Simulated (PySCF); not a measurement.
Si(Cl)(OH)2(OMe) (CH5ClO3Si), SMILES [Si](OC)(O)(Cl)O. Atoms are numbered in the order given.

```xyz
11

C      2.3652    -0.4174     0.1348
O      1.1189    -0.9278    -0.2968
Si    -0.3512    -0.3127     0.0701
O     -0.6185    -0.4619     1.6824
O     -1.5259    -1.1079    -0.7554
Cl    -0.3668     1.7002    -0.4637
H      2.4823    -0.5224     1.2271
H      3.1644    -0.9885    -0.3606
H      2.4762     0.6486    -0.1299
H     -1.4508    -0.1254     2.0339
H     -1.5085    -1.0523    -1.7180
```
Charge 0, spin multiplicity 1.

Coordinates come from a B3LYP-D3(BJ)/def2-SVP optimisation. One conformer was computed; it need not be the lowest.

Method: PySCF with PBE0/pcSseg-1.

GIAO shieldings, no solvent; atoms listed in one row are averaged. δ = σ(ref) − σ: ¹³C against TMS (σ = 186.3 ppm); ¹⁷O against H2O (σ = 334.2 ppm); ²⁹Si against TMS (σ = 352.7 ppm); ³⁵Cl against HCl (σ = 945.9 ppm); ¹H against TMS (σ = 31.56 ppm), references at their B3LYP-D3(BJ)/def2-TZVP geometries, non-relativistic (without spin–orbit terms, shifts of atoms bonded to Cl or Br come out too high).

Task: Estimate the chemical shifts. (Estimate from the structure and the level; the computed values follow.)

Result: 
| nucleus | atoms | count | δ (ppm) |
|---|---|---|---|
| ¹³C | C1 | 1 | 55.5 |
| ¹⁷O | O5 | 1 | 69.9 |
| ¹⁷O | O4 | 1 | 62.2 |
| ¹⁷O | O2 | 1 | 44.5 |
| ²⁹Si | Si3 | 1 | -54.2 |
| ³⁵Cl | Cl6 | 1 | 36.1 |
| ¹H | H7, H8, H9 | 3 | 4.01 |
| ¹H | H10, H11 | 2 | 2.50 |
